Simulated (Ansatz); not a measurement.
`c1ccc(-c2ccc(-c3ccc(-c4cccnc4)nc3)nc2)nc1`, 38 atoms. Hardware: 2 threads of AMD EPYC 7R13 on a shared host and a share (18 GiB) of an NVIDIA H100 80GB HBM3.

Single mean-field runs in def2-SVP, def2-TZVP are fitted with def2-universal-jkfit.

(1) How many basis functions does each of these Ansatz runs have, and roughly what does it cost? PBE-D4/def2-SVP, charge 0 singlet, relaxation, 4 steps; PBE0-D4/def2-TZVP, charge 1 doublet at the geometry of the charge 0 singlet, energy; PBE-D4/def2-SVP, charge 0 singlet, energy, from earlier orbitals; PBE-D4/def2-TZVP, charge 0 singlet, energy, from earlier orbitals; PBE0-D4/def2-TZVP, charge 0 triplet at the geometry of the charge 0 singlet, energy; PBE0-D4/def2-SVP, charge 0 singlet, energy, from earlier orbitals; r2SCAN-D4/def2-TZVP, charge 0 singlet, energy and forces, from earlier orbitals; PBE0-D4/def2-TZVP, charge -1 doublet at the geometry of the charge 0 singlet, energy; PBE-D4/def2-TZVP, charge 0 triplet at the geometry of the charge 0 singlet, energy, from earlier orbitals; PBE-D4/def2-TZVP, charge 1 doublet at the geometry of the charge 0 singlet, energy, from earlier orbitals; PBE0-D4/def2-TZVP, charge 0 singlet, energy, from earlier orbitals; PBE-D4/def2-TZVP, charge -1 doublet at the geometry of the charge 0 singlet, energy, from earlier orbitals.

## Answers

(1) Other jobs shared the machine, so times can vary by a factor of up to 3.

```csv
run,functions,fitting or Cholesky vectors,wall time,peak host memory (GiB)
"PBE-D4/def2-TZVP, charge -1 doublet at the geometry of the charge 0 singlet, energy, from earlier orbitals",828,2060,10 s,1.2
"PBE0-D4/def2-TZVP, charge 0 singlet, energy, from earlier orbitals",828,2060,10 s,1.1
"PBE-D4/def2-SVP, charge 0 singlet, energy, from earlier orbitals",406,2060,12 s,0.82
"PBE-D4/def2-TZVP, charge 0 singlet, energy, from earlier orbitals",828,2060,12 s,1.1
"r2SCAN-D4/def2-TZVP, charge 0 singlet, energy and forces, from earlier orbitals",828,2060,14 s,1.1
"PBE0-D4/def2-SVP, charge 0 singlet, energy, from earlier orbitals",406,2060,16 s,0.84
"PBE0-D4/def2-TZVP, charge -1 doublet at the geometry of the charge 0 singlet, energy",828,2060,18 s,1.4
"PBE0-D4/def2-TZVP, charge 1 doublet at the geometry of the charge 0 singlet, energy",828,2060,18 s,1.4
"PBE-D4/def2-TZVP, charge 0 triplet at the geometry of the charge 0 singlet, energy, from earlier orbitals",828,2060,18 s,1.4
"PBE-D4/def2-SVP, charge 0 singlet, relaxation, 4 steps",406,2060,20 s,0.86
"PBE-D4/def2-TZVP, charge 1 doublet at the geometry of the charge 0 singlet, energy, from earlier orbitals",828,2060,22 s,1.4
"PBE0-D4/def2-TZVP, charge 0 triplet at the geometry of the charge 0 singlet, energy",828,2060,23 s,1.5
```
